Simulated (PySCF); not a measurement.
Computed spin Hamiltonian

Species: C₈H₇O (doublet state).
SMILES with atom numbers: `[CH:1]#[C:2][C:3]#[C:4][CH:5][C@@H:6]([OH:7])[CH:8]=[CH2:9]` (hydrogens: H10 on C1; H11 on C5; H12 on C6; H13 on O7; H14 on C8; H15, H16 on C9)

Structure used (GFN2-xTB), in Å, numbered top down from 1:
```xyz
16
C8H7O angstrom
C      4.7289   -0.3756   -0.1716
C      3.5497   -0.1741   -0.3743
C      2.2460    0.0326   -0.5863
C      1.0517    0.2736   -0.7980
C     -0.2657    0.4272   -0.9937
C     -1.2788   -0.5027   -0.3829
O     -0.7912   -1.7963   -0.1363
C     -1.7298    0.1924    0.8850
C     -2.8502    0.8804    0.9997
H      5.7494   -0.5440   -0.0025
H     -0.6435    1.2880   -1.5223
H     -2.1298   -0.6288   -1.0609
H      0.0534   -1.7257    0.3257
H     -1.0313    0.1139    1.7081
H     -3.5501    0.9669    0.1849
H     -3.1164    1.3834    1.9137
```

The hyperfine couplings belong to this conformer and change with its torsions.

Level of theory: UKS B3LYP, pcH-1 on C H O, non-relativistic, mean-field spin-orbit, GIAO in PySCF 2.14.0. One conformer (not necessarily the lowest) at the GFN2-xTB geometry, without solvent, vibrations or thermal averaging. The geometry wasn't refined by DFT: couplings that depend on bond lengths, twists or pyramidal angles can differ widely from those at the functional's own minimum. No stability test was run, so a lower SCF solution isn't excluded. ⟨S²⟩ is 0.781 where a pure state has 0.75.

```
g1, g2, g3      : 2.00216, 2.00283, 2.00309
g_iso           : 2.00269
Form of g       : rhombic: the two nearest values differ by 28 % of g3 − g1
⟨S²⟩            : 0.7810 (exact 0.7500)
Basis functions : 295
```

Isotropic coupling and dipolar principal values T1 to T3, in mT; ρ(0) is the spin density at the nucleus (MHz turned into mT with g_iso):

```csv
atom,isotope,a_iso,T1,T2,T3,Mulliken spin population,ρ(0) (bohr⁻³)
C1,13C,1.10,-1.07,-0.64,1.71,0.37,0.0273
C2,13C,-1.70,-0.56,-0.03,0.58,-0.18,-0.0425
C3,13C,1.57,-1.50,-1.05,2.55,0.47,0.0391
C4,13C,-2.16,-0.76,-0.07,0.83,-0.26,-0.0539
C5,13C,2.00,-1.80,-1.77,3.57,0.63,0.0498
C6,13C,-0.71,-0.05,-0.01,0.06,-0.04,-0.0178
O7,17O,0.04,-0.07,0.03,0.04,0.00,-0.0018
C8,13C,1.29,-0.22,-0.05,0.26,-0.01,0.0322
C9,13C,0.12,-0.16,-0.13,0.29,0.06,0.0030
H10,1H,-1.01,-0.45,-0.06,0.51,-0.02,-0.0063
H11,1H,-1.63,-0.82,-0.03,0.85,-0.03,-0.0102
H12,1H,1.16,-0.11,-0.09,0.20,0.01,0.0073
H13,1H,0.00,-0.08,-0.02,0.10,0.00,0.0000
H14,1H,0.00,-0.09,-0.03,0.13,0.00,0.0000
H15,1H,-0.10,-0.06,-0.01,0.07,0.00,-0.0006
H16,1H,-0.04,-0.08,-0.03,0.11,0.00,-0.0003
```

The largest Mulliken spin populations are on C5 (+0.63), C3 (+0.47), C1 (+0.37) and C4 (-0.26). Three atoms exceed +0.15. The positive populations add up to 1.54 and the negative ones to -0.54, together 2S = 1. The angles at C5 add up to 359.7°, so it is planar; its axial dipolar tensor and the negative coupling of its proton fit spin in a p orbital normal to that plane.

Axes: g3 points within 9° of the C3–C4 bond.

Under fast tumbling the dipolar parts average out, and these isotropic splittings remain: 1 × 1H (H11, I = 1/2, 2 lines) with 1.63 mT, 1 × 1H (H12, I = 1/2, 2 lines) with 1.16 mT, 1 × 1H (H10, I = 1/2, 2 lines) with 1.01 mT, 1 × 1H (H15, I = 1/2, 2 lines) with 0.10 mT and 1 × 1H (H16, I = 1/2, 2 lines) with 0.04 mT.

The 13C coupling of C4 (-60.6 MHz) shows only in satellite lines or after enrichment, since that isotope makes up about 1.07 % of natural carbon.

β density exceeds α density at some nuclei, such as C4 (-0.0539), C2 (-0.0425) and C6 (-0.0178), spin density in bohr⁻³. In a single determinant that takes different orbitals for the two spins, that is spin polarisation.
